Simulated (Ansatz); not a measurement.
Reaction (formal exchange of groups at the Si–O bond): `O[SiH2][SiH]1CO1` + `CO/C=C/Cl` → `[SiH3][SiH]1CO1` + `CO/C=C(\O)Cl`

Computed with Ansatz on PBE0-D4/def2-TZVP structures; ΔE is electronic, products minus reactants. CCSD(T)/CBS is the MP2 limit (def2-TZVPP, def2-QZVPP) plus CCSD(T) − MP2 in def2-TZVPP, frozen cores. Double bonds are as drawn, so ΔE can hold a change between cis and trans. DFT in def2-TZVPP. One conformer a species, not always the lowest.

```json
{"level": "PBE-D4", "ΔE (eV)": "1.42"}
{"level": "PBE0", "ΔE (eV)": "1.50"}
{"level": "SCS-MP2/def2-TZVPP", "ΔE (eV)": "1.67"}
{"level": "CCSD/def2-TZVPP", "ΔE (eV)": "1.63"}
{"level": "CCSD(T)/def2-TZVPP", "ΔE (eV)": "1.60"}
{"level": "HF/def2-QZVPP", "ΔE (eV)": "1.72"}
{"level": "MP2/def2-QZVPP", "ΔE (eV)": "1.69"}
{"level": "HF/CBS(def2)", "ΔE (eV)": "1.72"}
```

Q: What does CCSD(T)/CBS give? (Best estimate.)

A: Computed: +1.63 eV. The listed levels differ from it by -0.21, -0.13, 0.04, 0.00, -0.03, 0.09, 0.06, 0.09 eV.

Largest T1 diagnostic among the species: 0.015.

From PBE to PBE0 (25 % exact exchange), in def2-TZVPP and without D4, ΔE moves by +0.06 eV. In def2-TZVPP, CCSD(T) changes the Hartree–Fock value by −0.11 eV (the triples alone add −0.03 eV) and MP2 by −0.04 eV.
